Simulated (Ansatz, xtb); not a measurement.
The molecule TeSe, multiplicity 3 (lowest of 2S+1 = 1, 3, 5 at CCSD(T)/def2-TZVPP on PBE0 minima; our sources give no spin for the ground state, which may be another). No spin–orbit coupling. Se is treated without relativity.

The constants come from a fifth-degree fit in 1/R (seven points, main isotopes). Runs in def2 and cc sets follow the lowest solution found near the PBE0 minimum.

Codes used: Ansatz (a quantum-chemistry and plane-wave program); xtb for the GFN methods. Each number belongs to the level named beside it. In def2 rows elements past Kr take small-core potentials, without spin–orbit coupling. The GFN methods have no spin term and hold the electronic entropy of 300 K.

| level | r_e (Å) | ω_e (cm⁻¹) | B_e (cm⁻¹) | ω_e x_e (cm⁻¹) | dipole (D) |
|---|---|---|---|---|---|
| GFN1-xTB | 2.376 | 345 | 0.0603 | 0.54 | - |
| GFN2-xTB | 2.377 | 319 | 0.0603 | 0.72 | - |
| SVWN5/def2-TZVPP | 2.357 | 320 | 0.0613 | 0.63 | 0.95 |
| PBE/def2-TZVPP | 2.385 | 308 | 0.0599 | 0.63 | 0.99 |
| r2SCAN/def2-TZVPP | 2.361 | 323 | 0.0611 | 0.62 | 1.07 |
| B97M-V/def2-TZVPP | 2.359 | 322 | 0.0612 | 0.66 | 1.19 |
| B3LYP/def2-TZVPP | 2.379 | 314 | 0.0602 | 0.61 | 1.04 |
| PBE0/def2-TZVPP | 2.351 | 332 | 0.0617 | 0.61 | 1.06 |
| BHLYP/def2-TZVPP | 2.345 | 339 | 0.0620 | 0.59 | 1.12 |
| CAM-B3LYP/def2-TZVPP | 2.345 | 337 | 0.0619 | 0.58 | 1.11 |
| wB97X-V/def2-TZVPP | 2.328 | 352 | 0.0629 | 0.55 | 1.13 |
| wB97M-V/def2-TZVPP | 2.335 | 346 | 0.0625 | 0.55 | 1.16 |
| B2PLYP/def2-TZVPP | 2.374 | 312 | 0.0605 | 0.72 | - |
| CCSD/def2-TZVPP | 2.350 | 333 | 0.0617 | 0.64 | - |
| CCSD/def2-QZVPP | 2.338 | 338 | 0.0623 | 0.62 | - |
| CCSD(T)/def2-TZVPP | 2.366 | 319 | 0.0609 | 0.68 | - |
| CCSD(T)/def2-QZVPP | 2.354 | 324 | 0.0615 | 0.66 | - |
| CCSD(T)/CBS(def2-TZVPP, def2-QZVPP) | 2.347 | 326 | 0.0618 | 0.65 | - |

Correlated levels freeze the inner cores; with def2 sets outer-core shells near the valence are correlated too. CBS: X⁻³ extrapolation of the correlation energy, Hartree–Fock from the larger set.
